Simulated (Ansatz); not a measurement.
Basis-set extrapolation for H$_{5}$MgNOSi, SMILES `[NH2][Mg][O][SiH3]` (PBE0-D4/def2-TZVP geometry, frozen core, the Gaussian-basis code of Ansatz). Multiplicity 1, RHF reference. For Mg the program correlates outer-core shells too, which these sets cover unevenly, so the extrapolated numbers aren't a true limit.

|  | def2-TZVPP | def2-QZVPP |
| --- | --- | --- |
| HF | -620.950462 | -620.976594 |
| MP2 correlation | -0.785318 | -0.871762 |
| CCSD(T) correlation | -0.841569 | not run |

Energies in hartree. Use E(X) = E(∞) + A·exp(−7.88·√X) for Hartree–Fock and E(X) = E(∞) + B·X^(−2.97) for correlation, with X = 3 and 4, and add CCSD(T) minus MP2 of the smaller set to the MP2 limit.

What is the CCSD(T) energy at the basis-set limit?

HF limit: -620.976594 + (-0.026132) × 0.13774 = -620.98019. MP2 limit: -0.871762 + (-0.086444) × 0.74074 = -0.93579. Higher-order term: -0.841569 − (-0.785318) = -0.05625. Total: -621.97223 hartree, 473.1 kJ/mol below CCSD(T)/def2-TZVPP.
